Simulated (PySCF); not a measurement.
CH3, charge +1. Atoms are numbered in the order given.

```xyz
4

C      0.0000     0.0000     0.0000
H      1.0934     0.0000     0.0000
H     -0.5467     0.9469     0.0000
H     -0.5467    -0.9469     0.0000
```
Charge +1, spin multiplicity 1.

Geometry: ωB97X-D3(BJ)/def2-TZVPD.

These are PySCF with B3LYP/def2-TZVPD values and carry that method's errors.

The molecule is in vacuum.

Computed frontier levels, gap, dipole moment and polarisability:
```json
{
  "highest_occupied_level": "-21.41 eV",
  "lowest_empty_level": "-13.25 eV",
  "orbital_gap": "8.16 eV",
  "dipole_moment_about_the_centre_of_nuclear_charge": "0.00 D",
  "mean_static_polarisability": "9.0 bohr³ (1.33 Å³)",
  "polarisability_principal_values": "7.0, 9.9, 9.9 bohr³"
}
```
